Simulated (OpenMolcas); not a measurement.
**Tm2+: ligand-field states by method**

Tm2+ with 2 ligands (fluoride) in linear coordination (D∞h) at 2.21 Å. Ligand basis ANO-RCC-VDZP.

```json
{
 "Program": "OpenMolcas 26.06",
 "Basis": "ANO-RCC-VDZP [7s6p4d2f1g]",
 "Scalar Hamiltonian": "DKH2, point nucleus",
 "Active space": "13 electrons in 7 orbitals (4f)",
 "State averaging": "2S+1 = 2 odd, 7 roots",
 "Spin-orbit coupling": "RASSI with atomic mean-field integrals over the reference wave functions"
}
```

I. CASSCF
II. SS-CASPT2, IPEA 0.25 Eh, imaginary shift 0.1 Eh (closed shells correlated: 5s 5p and the ligand valence shells)

Spin-free states (labels by Λ) in cm-1, each column counted from its own energy of the first state listed:

```json
{"State": "2Σ", "Degeneracy": "1", "I": "0", "II": "0"}
{"State": "2Π", "Degeneracy": "2", "I": "609", "II": "650"}
{"State": "2Δ", "Degeneracy": "2", "I": "1562", "II": "1780"}
{"State": "2Φ", "Degeneracy": "2", "I": "2802", "II": "2980"}
```

From I to II, I's first state of the same spin (2Π) moves from 609 to 650 cm-1, by about +38 cm-1.

With spin-orbit coupling the lowest J multiplet is 2595 (I), 2757 (II) cm-1 wide, a factor of 1.06 from I to II.

χT at 300 K: I 2.07, II 2.02 cm3 K/mol.

Without dynamic correlation the ligand-field splitting of an f shell can come out too small, at times by half (holds for I). Splittings of an f shell from a small cluster at a set distance can be off by tens of per cent, mostly too small (holds for II). The distance lies 6 % over the 2.08 Å that this model takes as the normal distance (a Shannon-type radius plus a fixed donor radius); by an R⁻⁵ law this alone changes a d-shell field by about -26 %. No measured value stands beside these numbers; the geometry was imposed, not optimised, and the real ion may take another.
